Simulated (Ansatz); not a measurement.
Reaction (hydrogenolysis of a C–Cl bond): `[SiH3]C1(Cl)O[SiH2]1` + H₂ → `[SiH3]C1O[SiH2]1` + HCl

Calculated with Ansatz (gas phase, PBE0-D4/def2-TZVP geometries, no zero-point term in ΔE). CCSD(T)/CBS is the MP2 limit (def2-TZVPP, def2-QZVPP) plus CCSD(T) − MP2 in def2-TZVPP, frozen cores. This one scheme is used for every species. DFT in def2-TZVPP.

`[SiH3]C1(Cl)O[SiH2]1`:

Z-matrix (Å, degrees):
```
Si
C 1 1.879
H 1 1.484 2 109.8
H 1 1.486 2 107.7 3 -120.0
H 1 1.483 2 108.6 3 120.8
Cl 2 1.782 1 111.5 3 -62.3
O 2 1.450 1 115.3 3 68.0
Si 2 1.819 1 127.4 3 138.8
H 8 1.475 2 119.8 1 158.5
H 8 1.478 2 122.9 1 -3.1
```

H₂:

Cartesian coordinates in Å:
```
H 0.151 -0.274 0.203
H -0.151 0.274 -0.203
```

`[SiH3]C1O[SiH2]1`:

Z-matrix (Å, degrees):
```
Si
C 1 1.866
H 1 1.488 2 108.6
H 1 1.487 2 111.6 3 120.2
H 1 1.486 2 109.2 3 -119.4
O 2 1.495 1 114.1 3 173.0
Si 2 1.810 1 123.3 3 105.0
H 2 1.092 1 116.7 3 -54.6
H 7 1.478 2 121.5 1 -159.4
H 7 1.478 2 121.8 1 -0.7
```

HCl:

Cartesian coordinates in Å:
```
Cl -0.311 0.348 -0.437
H 0.311 -0.348 0.437
```

```tsv
level	ΔE (kcal/mol)	difference from CCSD(T)/CBS
r2SCAN0-D4	-18.0	-0.3
BHLYP-D4	-19.0	-1.3
ωB97X-V	-17.8	-0.1
B2PLYP	-18.5	-0.8
PBE-QIDH	-18.7	-1.0
BLYP	-17.7	0.0
r2SCAN	-16.6	1.1
r2SCANh	-17.4	0.3
RPA@PBE/def2-TZVPP	-18.1	-0.4
SCS-MP2/def2-QZVPP	-17.8	-0.1
CCSD(T)/CBS	-17.7	0
```

Largest T1 diagnostic among the species: 0.015.

The D4 term adds +2.6 kcal/mol with B3LYP and +1.4 kcal/mol with PBE0; it sums over pairs of atoms, weighted by their polarisabilities, and B3LYP, whose exchange is more repulsive, gets the larger term. In def2-TZVPP, CCSD(T) changes the Hartree–Fock value by +5.6 kcal/mol (the triples alone add +1.8 kcal/mol) and MP2 by +7.1 kcal/mol.

CCSD(T)/CBS has its own doubt, a few kJ/mol and more with outer-core shells, so smaller differences from it don't rank the levels.

B3LYP here is the variant with VWN-RPA as its local correlation; programs differ in this.
